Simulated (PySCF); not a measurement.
Compound: AsSb3SSS nortricyclane, AsS3Sb3.
Structure used (PBE0-D3(BJ)/def2-SVP), in Å, numbered top down from 1:
```xyz
7
AsS3Sb3 angstrom
As     1.2840    1.2875   -0.4773
S      0.1037    0.4109   -2.1563
Sb    -1.4396   -1.2227   -1.2205
Sb    -1.7924    0.0400    1.3243
S     -0.3218    1.9395    0.9290
Sb     0.1856   -2.0108    1.0022
S      2.0724   -0.5465    0.5301
```

Method: PySCF, PBE0-D3(BJ)/def2-SVP geometry optimisation, gas phase, def2 core potentials past Kr.

Question: Which atoms are bound to Sb3, and at what distances?

Answer: 3 atoms: S2 2.434 Å, Sb4 2.863 Å, Sb6 2.864 Å. The nearest atom not counted as bound is As1, at 3.78 Å.

Question: List the angles at Sb3.

Answer: 
| angle | degrees | distance of the outer atoms (Å) |
| --- | --- | --- |
| S2–Sb3–Sb4 | 97.1 | 3.98 |
| S2–Sb3–Sb6 | 97.1 | 3.98 |
| Sb4–Sb3–Sb6 | 60.1 | 2.87 |

Question: What is the shape at Sb3?

Answer: Pyramidal: angles 97.1°, 97.1° and 60.1°, sum 254.3°, 1.61 Å off the plane of its three neighbours. Some of the bound atoms are bonded to each other. Differences among atoms that C3v makes equivalent are scatter left by the optimiser.

Question: What are the other bond lengths?

Answer: As1–S2, As1–S5, As1–S7 2.233 Å.

Question: Give some angles away from the centre.

Answer: S2–As1–S5 102.0°, As1–S2–Sb3 108.0°.

Question: What are the rotational constants (commonest isotopes, rigid rotor)?

Answer: A = 367.0, B = 303.3, C = 302.8 MHz: a prolate symmetric top.

Point group: C3v (tolerance 0.08 Å). Charge 0, singlet. No frequency check.

Hardware: one thread, AMD EPYC 7R43 (x86_64), on a shared host. Cost: 2.2 min of wall time, 0.97 GiB resident at most. These figures are those of the optimisation.

One conformer stands for the species.
